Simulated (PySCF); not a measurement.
A structure optimised at PBE-D3(BJ)/def2-SVP, used in a PySCF frequency run:

```xyz
11

C     -0.1216    -2.3946     0.0000
C      0.8660    -1.2162     0.0000
Si     0.0289     0.4354     0.0000
F     -0.9218     0.6232     1.3014
F      1.0882     1.6624     0.0000
F     -0.9218     0.6232    -1.3014
H     -0.7772    -2.3703    -0.8936
H     -0.7772    -2.3703     0.8936
H      0.4110    -3.3663     0.0000
H      1.5354    -1.2519    -0.8867
H      1.5354    -1.2519     0.8867
```
Charge 0, spin multiplicity 1.

**Question.** Write its SMILES, formula and point group.

**Answer.** CC[Si](F)(F)F, C2H5F3Si, Cs

**Question.** What are its rotational constants (standard atomic weights)?

**Answer.** 3.6738, 2.0122, 1.9926 GHz
